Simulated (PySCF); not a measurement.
**Correlation energy of Pd(3+) (palladium, charge +3)**

[Kr] 4d7, high-spin 4F determinant. Calculation: PySCF 2.14, in aug-cc-pwCVDZ-PP with ECP28MDF; scalar relativity through the core potential. Frozen: 4s2 4p6; 7 electrons correlated.

| level | correlation energy (mhartree) |
| --- | --- |
| CCSD | -153.07 |
| (T) | -1.67 |
| CCSD(T) | -154.74 |

Diagnostics: T1 = 0.00069, D1 = 0.0011, largest double amplitude 0.017.

Cost of the coupled-cluster step: of the order of 8 core-seconds, for 7 correlated electrons.

Iterations:

```
CC2 = 0
CCSD nocc = (np.int64(5), np.int64(2)), nmo = (66, 66)
frozen orbitals [[0, 1, 2, 3], [0, 1, 2, 3]]
max_cycle = 100
direct = 0
conv_tol = 1e-08
conv_tol_normt = 1e-06
diis_space = 8
diis_start_cycle = 0
Init t2, MP2 energy = -0.147854254000572
Init E_corr(UCCSD) = -0.147854254001625
cycle = 1  E_corr(UCCSD) = -0.15250736369771  dE = -0.0046531097  norm(t1,t2) = 0.0105431
cycle = 2  E_corr(UCCSD) = -0.152919702433985  dE = -0.000412338736  norm(t1,t2) = 0.00354256
cycle = 3  E_corr(UCCSD) = -0.153076111614465  dE = -0.00015640918  norm(t1,t2) = 0.00181894
cycle = 4  E_corr(UCCSD) = -0.153064535148144  dE = 1.15764663e-05  norm(t1,t2) = 0.000496896
cycle = 5  E_corr(UCCSD) = -0.153065715341256  dE = -1.18019311e-06  norm(t1,t2) = 0.000116648
cycle = 6  E_corr(UCCSD) = -0.153066396992143  dE = -6.81650886e-07  norm(t1,t2) = 2.97073e-05
cycle = 7  E_corr(UCCSD) = -0.15306614867496  dE = 2.48317183e-07  norm(t1,t2) = 6.39511e-06
cycle = 8  E_corr(UCCSD) = -0.153066169249107  dE = -2.05741475e-08  norm(t1,t2) = 1.042e-06
cycle = 9  E_corr(UCCSD) = -0.153066172564058  dE = -3.31495087e-09  norm(t1,t2) = 1.73581e-07
UCCSD converged
E(UCCSD) = -124.7510814805622  E_corr = -0.1530661725640583
UCCSD(T) correction = -0.00166917227010661
```
